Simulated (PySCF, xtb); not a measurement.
GeH₄Zn, SMILES [GeH3][ZnH].

xtb with GFN2-xTB at its own geometry gives an orbital gap of 5.97 eV and a dipole moment of 1.56 D.

Geometry optimised at B3LYP-D3(BJ)/def2-TZVP.

Q: What does r2SCAN/def2-TZVPD (PySCF) give? (The exact figures need the calculation; the answer reports its results.)

A: gap 5.08 eV (levels -6.58 and -1.50 eV), dipole 0.39 D.
